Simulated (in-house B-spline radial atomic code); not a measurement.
**Ionising Ce IV (Ce3+) with different functionals**

Computed with a B-spline radial code for spherical atoms: scalar-relativistic (spin-free X2C) Hamiltonian, Fermi nucleus of rms radius 4.8771 fm, spin-polarised at highest spin, spherical fractional occupations for the functionals, the average over the highest-spin determinants for Hartree-Fock. The ionisation energy is the difference of two self-consistent energies, [Xe] 4f1 → [Kr] 4d10 5s2 5p6, without Breit or QED terms; ε is the level of the shell that loses the electron (its least bound occupied spin orbital). There is no spin-orbit coupling in this Hamiltonian.

Hybrids are left out here: with spherical fractional occupations of an open shell their exact exchange keeps a self-interaction that integer-occupation calculations don't have.

```tsv
method	rung	ΔSCF (eV)	-ε(4f) (eV)
Hartree-Fock	Hartree-Fock	34.90	37.72
LDA VWN5	LDA	38.30	29.34
LDA PW92	LDA	38.29	29.34
LDA exchange-only	LDA	36.48	27.61
PBE	GGA	37.94	29.01
PBEsol	GGA	37.99	29.06
BLYP	GGA	37.75	28.82
RPBE	GGA	37.87	28.95
PW91	GGA	38.04	29.11
BP86	GGA	38.05	29.11
AM05	GGA	38.04	29.10
OLYP	GGA	38.36	29.39
TPSS	meta-GGA	37.58	28.70
SCAN	meta-GGA	37.23	28.39
r2SCAN	meta-GGA	37.33	28.47
revTPSS	meta-GGA	37.55	28.67
```

(1) How do they compare with the NIST value?

Answers

(1) NIST lists 36.91 eV ± 0.009 (semi-empirical, ground level to ground level). Errors run from -2.01 to +1.45 eV; SCAN is closest (+0.33 eV), but part of that can be cancellation, since the calculations leave out spin-orbit coupling, Breit-QED terms, multiplet and fine-structure energies. Hartree-Fock also lacks correlation.
